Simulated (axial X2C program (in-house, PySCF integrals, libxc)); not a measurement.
**Low determinants of Ni**

Calculated with an axial X2C code built on PySCF integrals, basis dyall-cv3z (cores contracted in-house), spin-free (one-electron X2C) and two-component (2c, atomic mean-field Coulomb and Gaunt terms). Energies in eV from the lowest row of each column (rows without correlated energies are left out; n/a marks j-coupled starts, which PBE0 does not hold); electrons by l are Mulliken totals of the Hartree–Fock solution, and PBE0 can relax to another configuration under the same block occupation. Coupled cluster uses truncated natural virtuals with an MP2 remainder. Frozen shells in the correlated columns: 3 s, 2 p.

Spin-free determinants:

```csv
electrons by l,"M_S, M_L",HF,MP2,CCSD(T),PBE0
s8 p12 d8,"1, 3",0.00,0.54,0.00,0.60
s8 p12 d8,"1, 0",0.28,0.77,0.10,0.43
s7 p12 d9,"1, 0",1.59,0.00,0.30,0.00
s7 p12 d9,"1, 1",1.67,0.05,0.34,0.08
s7 p12 d9,"1, 2",1.67,0.06,0.36,0.23
s7 p12 d9,"0, 1",1.78,0.21,0.48,0.24
s7 p12 d9,"0, 2",1.79,0.22,0.50,0.39
```

Two-component determinants:

```csv
electrons by l,2M_J,HF,MP2,CCSD(T),PBE0
s8 p12 d8,8,0.00,0.46,0.00,0.49
s7 p12 d9,2,1.66,0.00,0.36,0.00
s7 p12 d9,6,1.71,0.02,0.39,0.16
s7 p12 d9,4,1.73,0.03,0.39,0.04
s7 p12 d9,2,1.82,0.13,0.48,0.29
s7 p12 d9,4,1.82,0.18,0.54,0.32
```

Ground level as tabulated from the NIST Atomic Spectra Database (leading term): 2S+1 = 3, L = 3, J = 4.

Single determinants need not be terms or J levels, so several rows can belong to one term; PBE0 has no current term and treats spin collinearly, and Hartree–Fock breaks spherical symmetry, which spreads rows that should be degenerate. The search is wide but not exhaustive and can miss a configuration; gaps between s and d configurations can be off by some tenths of an eV with this basis and core.

The run took 4.4 min on 1 thread of Intel(R) Xeon(R) Processor @ 2.30GHz, with other jobs on the host.
